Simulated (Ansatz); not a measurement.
Compare A (`[SiH3]C1=CS1`) with its isomer B (`[SiH3]C#CS`).

Calculated with Ansatz (gas phase, PBE0-D4/def2-TZVP geometries, no zero-point term in ΔE). CCSD(T)/CBS is the MP2 limit (def2-TZVPP, def2-QZVPP) plus CCSD(T) − MP2 in def2-TZVPP, frozen cores. DFT in def2-TZVPP. One conformer a species, not always the lowest.

Q: Which is lower in electronic energy at CCSD(T)/CBS, and by how much? (An estimate is asked.)

A: Ansatz gave: B, by 74.5 kJ/mol.

Q: Give E(B) − E(A) in kJ/mol with ωB97M-V, HF/def2-TZVPP, PBE-D4, r2SCAN-D4, B2PLYP, LDA (SPW92), CCSD(T)/def2-TZVPP. (Estimate.)

A: Computed: ωB97M-V -73.8, HF/def2-TZVPP -101.2, PBE-D4 -65.9, r2SCAN-D4 -75.4, B2PLYP -84.5, LDA (SPW92) -63.5, CCSD(T)/def2-TZVPP -79.7. None reverses the order clearly.

Q: Does the order hold for the free energy at 298.15 K (harmonic terms from PBE0-D4)? (An estimate is asked.)

A: Ansatz gave: Yes: G(B) − G(A) = -83.9 kJ/mol, for one conformer each. Modes under 60 cm⁻¹, often nearly free rotors, make the harmonic entropy too high.

Largest T1 diagnostic: 0.013.

The D4 term adds +3.9 kJ/mol with B3LYP and +1.9 kJ/mol with PBE0; it sums over pairs of atoms, weighted by their polarisabilities, and B3LYP, whose exchange is more repulsive, gets the larger term. Leaving LDA and LC-ωPBE aside and taking each functional with its dispersion term where it has one, the values, not all of them listed here, spread over 20.7 kJ/mol, from B2PLYP to revPBE-D4. LDA lies +4.7 kJ/mol from PBE without D4.

B3LYP here is the variant with VWN-RPA as its local correlation; programs differ in this.
